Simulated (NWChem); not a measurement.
Species: NbNH₂OF₂; SMILES [NH]=[Nb]([OH])([F])[F]

```xyz
7

Nb     0.0004    -0.0538     0.0337
N     -0.0014     0.0446    -1.7200
H     -0.0022     0.0473    -2.7432
F      1.5743    -0.9494     0.5689
F     -1.5645    -0.9635     0.5712
O     -0.0070     1.7208     0.7116
H     -0.0115     2.5687     0.2337
```
Atoms are numbered in this order, from 1.

Program: NWChem. Geometry: optimised at PBE-D3(BJ)/def2-SVP. def2 effective core potentials on Nb; no spin-orbit coupling. B3LYP is NWChem's, with the RPA form of VWN correlation. Field at 589 nm.

Q: What does the run give for B3LYP/def2-SVP (core potentials)? Quantities: isotropic polarisability (bohr³); anisotropy (bohr³).

A: 
| Item | Value |
|---|---|
| isotropic polarisability (bohr³) | 43.0 |
| anisotropy (bohr³) | 12.8 |
